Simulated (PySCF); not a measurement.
Question: Write a Z-matrix for `O[SiH2][PH3+]` as optimised with GFN2-xTB. (Charge +1.)

Answer: 
Z-matrix in Å and degrees, rows numbered from 1:
```
O 
Si  1  1.5967
P   2  2.3487  1   93.33
H   1  0.9561  2  131.73  3   179.70
H   2  1.4548  1  115.41  3  -107.00
H   2  1.4548  1  115.52  3   106.97
H   3  1.3767  2  116.89  1    52.87
H   3  1.3768  2  117.35  1   -66.24
H   3  1.3760  2  117.98  1   173.22
```

O1 (silanol oxygen) is bent (angle 131.7°). P3 (phosphorus bonded to Si and 3 H) is distorted tetrahedral (angles from 100.2° to 118.0°). Si2 (oxygen-bound silicon) has angles from 93.3° to 119.4°.

Structure optimised with GFN2-xTB, isolated species.

Point group: near Cs, missed by 0.20 Å at most; the miss may be what the optimiser left on a soft mode. No GFN2-xTB frequencies stand behind this structure, so it isn't proved a minimum. Torsions: H–O1–Si2–P3 180°.

One conformer stands for the species.

The numbers are calculated, not measured.

***

Q: Write Cartesian coordinates for [TcO4]-, `[O]=[Tc-](=[O])(=[O])=[O]` as optimised with PBE0-D3(BJ)/def2-SVP. (Charge -1 and singlet state.)

A: 
```xyz
5
TcO4 angstrom
Tc     0.000    0.000    0.000
O      0.019   -0.015    1.698
O      1.595    0.008   -0.583
O     -0.809    1.391   -0.546
O     -0.804   -1.384   -0.570
```

Any rigid rotation of these coordinates is as good. Atoms count from 1 in this order. All 4 O–Tc bonds measure 1.698 to 1.699 Å. Tc1 (technetium bonded to 4 O) is tetrahedral (angles from 109.4° to 109.5°).

Bonds between heavy atoms (Å): Tc1–O2 1.699, Tc1–O3 1.698, Tc1–O4 1.699, Tc1–O5 1.699.

Level of theory: PBE0-D3(BJ)/def2-SVP geometry optimisation, gas phase, def2 core potentials past Kr (PySCF 2.14.0).

Point group: Td (tolerance 0.08 Å). Not checked by PBE0-D3(BJ)/def2-SVP frequencies. The geometry's basis has no diffuse functions, a weakness for an anion.
